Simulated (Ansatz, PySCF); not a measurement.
cyclohexasilane (H₁₂Si₆), SMILES [SiH2]1[SiH2][SiH2][SiH2][SiH2][SiH2]1. Atoms are numbered in the order given.

```xyz
18

Si    -1.9152    -1.1057    -0.4030
Si    -1.9152     1.1057     0.4030
Si     0.0000     2.2115    -0.4030
Si     1.9152     1.1057     0.4030
Si     1.9152    -1.1057    -0.4030
Si     0.0000    -2.2115     0.4030
H     -1.8625    -1.0753    -1.8968
H     -3.1593    -1.8240     0.0104
H     -3.1593     1.8240    -0.0104
H     -1.8625     1.0753     1.8968
H      0.0000     2.1507    -1.8968
H      0.0000     3.6480     0.0104
H      3.1593     1.8240    -0.0104
H      1.8625     1.0753     1.8968
H      3.1593    -1.8240     0.0104
H      1.8625    -1.0753    -1.8968
H      0.0000    -2.1507     1.8968
H      0.0000    -3.6480    -0.0104
```

Coordinates come from a B3LYP-D3(BJ)/def2-SVP optimisation.

Vertical ionisation energy (IE) and electron affinity (EA) in eV. Rows of orbital energies are one-electron estimates. Where ΔSCF, EOM or ADC give a negative EA the extra electron is unbound and the value depends on the basis.

```
level                                                                  IE     EA
-------------------------------------------------------------------  ----  -----
−ε(HOMO), −ε(LUMO), B3LYP/def2-TZVP (PySCF)                          7.54   0.93
−ε(HOMO), −ε(LUMO), PBE/def2-TZVP (PySCF)                            6.78   1.58
ΔSCF, PBE0/def2-SVPD (Ansatz), final states of multiplicity 2 and 2  9.28  -0.43
ΔSCF, PBE/def2-SVPD (Ansatz), final states of multiplicity 2 and 2   8.95  -0.27
```

Problem. What vertical singlet–triplet gap does ΔSCF give with PBE0/def2-SVPD (Ansatz, a program for electronic structure) and with PBE/def2-SVPD (Ansatz)? (An estimate is asked for; the answer gives what the named calculation found.)

Solution. 5.50 and 5.08 eV (triplet above singlet where positive).
